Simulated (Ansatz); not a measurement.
**One elementary step**

Start structure (GaHBrCl, singlet), relaxed at PBE0-D4/def2-TZVP:

```
4
angstrom
Ga 1.5270 0.3463 -0.8895
Br -0.6467 -0.4550 -1.6580
H -0.7681 -0.1296 0.7431
Cl -0.1122 0.2381 1.8044
```

The step: GaBr + HCl → GaCl + HBr; bonds formed: Ga1–Cl4, Br2–H3; bonds broken: Ga1–Br2, H3–Cl4. Computed with Ansatz 0.2.0 (basis: def2-TZVPP and def2-QZVPP); correlated methods freeze the cores. Filled d shells of the heavier atoms are correlated. The def2 sets are not built for correlating such inner shells, so the correlated values are less sure here. Extrapolation: Hartree–Fock as exp(−7.88 √X), correlation as X^−2.97. Energies below are by CCSD(T) at an estimated basis limit (MP2 extrapolated from triple and quadruple zeta, plus CCSD(T) − MP2 in triple zeta).

(1) What are the electronic barrier and the energy of the step, from the start structure to the end structure? (An estimate is asked for; the value comes from the calculation.)

No T1 diagnostic of these runs exceeds 0.011.

Results:

(1) By the calculation: Barrier 8.03 kcal/mol; step energy 2.71 kcal/mol (uphill); reverse barrier, their difference, 5.32 kcal/mol. Barrier and step energy count from the start structure, the reverse barrier from the end structure.

The saddle point: One imaginary mode of 191i cm⁻¹.
```tsv
pair	start (Å)	saddle (Å)	end (Å)
Ga1–Cl4	3.16	2.47	2.27
Br2–H3	2.43	1.63	1.44
Ga1–Br2	2.44	2.79	3.34
H3–Cl4	1.30	1.64	2.32
```

Zero-point energy (harmonic, PBE0-D4): ZPE is 5.52 kcal/mol at the start and 4.07 kcal/mol at the saddle, so the barrier goes from 8.03 to 6.58 kcal/mol.

For scale, one of the runs: CCSD(T)/def2-TZVPP, 152 basis functions, launched by `ansatz run in.yaml --threads 2 --pin off --events-out ev --progress --plain --max-ram 4352MiB`. Hardware: 2 CPU threads of an Intel Xeon Platinum 8375C, shared host. Wall time 36 s; peak host memory 0.98 GiB.
